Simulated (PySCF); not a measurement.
F3Ga, charge +1, multiplicity 2. Atoms are numbered in the order given.

```xyz
4

Ga     0.0000     0.0000    -0.2008
F      0.0000     0.0000    -1.9025
F      0.0000    -1.0585     1.2970
F      0.0000     1.0585     1.2970
```
Charge +1, spin multiplicity 2.

The structure is a stationary point at PBE-D3(BJ)/def2-SVP.

Level of theory: PBE-D3(BJ)/def2-SVP in PySCF.

Frequencies are harmonic and unscaled.

Computed harmonic wavenumbers and intensities:
```csv
mode,ν (cm⁻¹),IR (km/mol),moving atoms (share of kinetic energy)
1,123,18.3,"F 68 %, Ga 32 %"
2,142,31.2,"F 57 %, Ga 43 %"
3,266,6.7,"F 91 %, Ga 9 %"
4,447,5.9,"F 89 %, Ga 11 %"
5,592,4.2,F 95 %
6,806,31.5,"F 69 %, Ga 31 %"
```
